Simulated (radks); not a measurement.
Problem. Coulomb parameter of the 4f shell of neutral terbium in the model configuration [Xe] 4f8 6s2 6p1, as a second difference U = [E(n + 0.5) + E(n - 0.5) - 2 E(n)] / (0.5)^2 with all orbitals relaxed. "Bare": the charge of the atom changes with n. "Screened": the 6p shell takes up the change at fixed total charge, which measures U(4f,4f) + U(6p,6p) - 2 U(4f,6p). All-electron calculation, scalar-relativistic Kohn-Sham, PBE, spin-unpolarised, spherical densities, point nucleus. Program: a radial shooting solver on a logarithmic mesh with Libxc functionals. Estimate both.

Solution. U(bare) = 14.740 eV, U(screened by 6p) = 9.039 eV, against the Slater integral F0(4f,4f) = 30.458 eV with frozen orbitals. The step up makes a negative ion, whose loosely bound charge lowers the bare value.
